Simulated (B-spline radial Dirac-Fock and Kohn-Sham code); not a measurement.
Photoionisation of dysprosium ions at W Kα (59318.2 eV)

Level of theory: Dirac-Hartree-Slater photoionisation with all multipoles and Dirac-Fock thresholds; a B-spline atomic structure program. Cross sections in kb; a dash marks an empty subshell or a threshold above the photon energy.

| ion | configuration | total | 2p3/2 | 4f5/2 | 4f7/2 | 5p1/2 | 5p3/2 |
| --- | --- | --- | --- | --- | --- | --- | --- |
| Dy | [Xe] 4f10 6s2 | 3.373 | 0.122 | 1.71e-06 | 1.96e-06 | 0.000632 | 0.000763 |
| Dy³⁺ | [Xe] 4f9 | 3.374 | 0.122 | 1.66e-06 | 1.90e-06 | 0.000699 | 0.000864 |
| Dy⁴⁺ | [Xe] 4f8 | 3.374 | 0.122 | 1.58e-06 | 1.81e-06 | 0.000764 | 0.000956 |

Values without a named source are computed, but for edge energies of neutral atoms, which are taken from tables.
